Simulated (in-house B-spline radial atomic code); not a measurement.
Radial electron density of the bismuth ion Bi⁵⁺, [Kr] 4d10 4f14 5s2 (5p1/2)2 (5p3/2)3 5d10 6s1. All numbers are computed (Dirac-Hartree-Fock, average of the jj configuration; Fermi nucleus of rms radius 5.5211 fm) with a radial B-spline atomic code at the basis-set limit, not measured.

Columns: r (bohr), 4πr²n(r) (electrons per bohr), bar.

```
0.000463    4.271 #
0.000575    5.948 ##
0.000715    8.252 ##
0.000889    11.37 ###
  0.0011    15.44 ####
 0.00137    20.96 ######
 0.00171    28.22 ########
 0.00212    37.13 ###########
 0.00264    48.31 ##############
 0.00328    61.38 #################
 0.00407    75.92 ######################
 0.00506    91.19 ##########################
  0.0063    105.5 ##############################
 0.00783    116.5 #################################
 0.00973    122.1 ###################################
  0.0121    121.3 ##################################
   0.015    115.6 #################################
  0.0187    109.2 ###############################
  0.0232    109.2 ###############################
  0.0289    120.4 ##################################
  0.0359    139.6 ########################################
  0.0446    154.8 ############################################
  0.0554    152.9 ###########################################
  0.0689    135.6 #######################################
  0.0856    123.9 ###################################
   0.106    133.5 ######################################
   0.132    147.7 ##########################################
   0.164    133.5 ######################################
   0.204    97.96 ############################
   0.254    84.63 ########################
   0.316    97.66 ############################
   0.393    94.53 ###########################
   0.488    64.48 ##################
   0.607    37.18 ###########
   0.754     27.4 ########
   0.937    23.24 #######
    1.16    16.32 #####
    1.45    8.538 ##
     1.8    3.583 #
    2.24    1.175 
    2.78   0.2867 
    3.46  0.04283 
     4.3 0.003317 
    5.34 0.000107 
    6.64 1.084e-06
```

On this grid the curve has 4 maxima, near 0.00973, 0.0446, 0.132, 0.316 bohr.

The 5p3/2 radial function P(r) = rR(r), positive near the nucleus, with its small component Q(r) (sign convention: Q ≈ (P' + κP/r)/2c):

```
r (bohr)          P           Q
0.000889   0.001449  -0.0002253
 0.00137   0.003239  -0.0005043
 0.00212    0.00721   -0.001125
 0.00328    0.01577    -0.00247
 0.00506    0.03339   -0.005264
 0.00783     0.0681    -0.01085
  0.0121     0.1295    -0.02105
  0.0187     0.2202    -0.03728
  0.0289     0.3086    -0.05704
  0.0446     0.2902    -0.06818
  0.0689     0.0263    -0.04974
   0.106    -0.3758    0.001741
   0.164    -0.3211     0.03906
   0.254     0.4286     0.01159
   0.393     0.5147    -0.02459
   0.607    -0.6492   -0.008954
   0.937     -1.199     0.01124
    1.45    -0.5767    0.007129
    2.24   -0.09071     0.00114
    3.46  -0.003475   4.199e-05
```
